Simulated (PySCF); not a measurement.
Magnetisability: `C=CCC1(CF)CC1`, C₇H₁₁F

Molfile (atoms numbered from 1):
```
C7H11F
     RDKit          3D

 19 19  0  0  0  0  0  0  0  0999 V2000
    2.7960   -0.0363    0.6432 C   0  0  0  0  0  0  0  0  0  0  0  0
    1.6218   -0.6206    0.4995 C   0  0  0  0  0  0  0  0  0  0  0  0
    0.7125   -0.4254   -0.6753 C   0  0  0  0  0  0  0  0  0  0  0  0
   -0.6520    0.0831   -0.2421 C   0  0  0  0  0  0  0  0  0  0  0  0
   -0.5756    1.4679    0.3705 C   0  0  0  0  0  0  0  0  0  0  0  0
   -1.8070    1.9139    0.7802 F   0  0  0  0  0  0  0  0  0  0  0  0
   -1.8636   -0.2712   -1.0525 C   0  0  0  0  0  0  0  0  0  0  0  0
   -1.6574   -0.8894    0.3000 C   0  0  0  0  0  0  0  0  0  0  0  0
    3.1891    0.6356   -0.1027 H   0  0  0  0  0  0  0  0  0  0  0  0
    3.4196   -0.2074    1.5042 H   0  0  0  0  0  0  0  0  0  0  0  0
    1.2457   -1.2908    1.2616 H   0  0  0  0  0  0  0  0  0  0  0  0
    1.1625    0.2760   -1.3828 H   0  0  0  0  0  0  0  0  0  0  0  0
    0.5803   -1.3837   -1.1845 H   0  0  0  0  0  0  0  0  0  0  0  0
   -0.2041    2.1979   -0.3590 H   0  0  0  0  0  0  0  0  0  0  0  0
    0.0729    1.4706    1.2544 H   0  0  0  0  0  0  0  0  0  0  0  0
   -2.6385    0.4730   -1.1518 H   0  0  0  0  0  0  0  0  0  0  0  0
   -1.7326   -0.8878   -1.9287 H   0  0  0  0  0  0  0  0  0  0  0  0
   -1.3824   -1.9321    0.3522 H   0  0  0  0  0  0  0  0  0  0  0  0
   -2.2971   -0.5639    1.1058 H   0  0  0  0  0  0  0  0  0  0  0  0
  1  2  2  0
  2  3  1  0
  3  4  1  0
  4  5  1  0
  5  6  1  0
  4  7  1  0
  7  8  1  0
  8  4  1  0
  1  9  1  0
  1 10  1  0
  2 11  1  0
  3 12  1  0
  3 13  1  0
  5 14  1  0
  5 15  1  0
  7 16  1  0
  7 17  1  0
  8 18  1  0
  8 19  1  0
M  END
```

Method: GIAO B97-2/pcSseg-1 magnetisability, rotational g tensor and spin-rotation constants, non-relativistic, gas phase in PySCF 2.14.0. Geometry: GFN2-xTB.

Problem. What are the magnetisability and the molar susceptibility?

Solution. Isotropic -1348 × 10⁻³⁰ J/T², or -81.2 × 10⁻⁶ cm³/mol; principal values -1549, -1288, -1205 × 10⁻³⁰ J/T², anisotropy 311 × 10⁻³⁰ J/T² (root of half the summed squared differences of the principal values). The susceptibility is in cgs units.

Problem. Split it along the inertial axes a, b, c into diamagnetic and paramagnetic parts about the centre of mass, with the quadrupole moment.

Solution. 
| axis | χ (10⁻⁶ cm³/mol) | diamagnetic (10⁻⁶ cm³/mol) | paramagnetic (10⁻⁶ cm³/mol) | summed x² of all electrons (Å²) | quadrupole Θ (D Å) |
| --- | --- | --- | --- | --- | --- |
| a | -86.8 | -494.9 | 408.1 | 195.4 | -4.58 |
| b | -83.0 | -974.9 | 891.9 | 82.3 | +0.82 |
| c | -73.7 | -1178.1 | 1104.4 | 34.4 | +3.76 |

Anisotropies 2χaa − χbb − χcc = -16.8 and 2χbb − χaa − χcc = -5.5 × 10⁻⁶ cm³/mol. Θ is traceless in Buckingham's convention.

Problem. And the rotational g tensor?

Solution. 
| axis | rotational constant (GHz) | g | nuclear part | electronic part |
| --- | --- | --- | --- | --- |
| a | 3.1550 | +0.0014 | 0.6064 | -0.6049 |
| b | 1.3813 | -0.0039 | 0.5749 | -0.5788 |
| c | 1.1070 | -0.0088 | 0.5655 | -0.5744 |

Asymmetric top; isotopes 12C, 19F, 1H; no vibrational averaging.
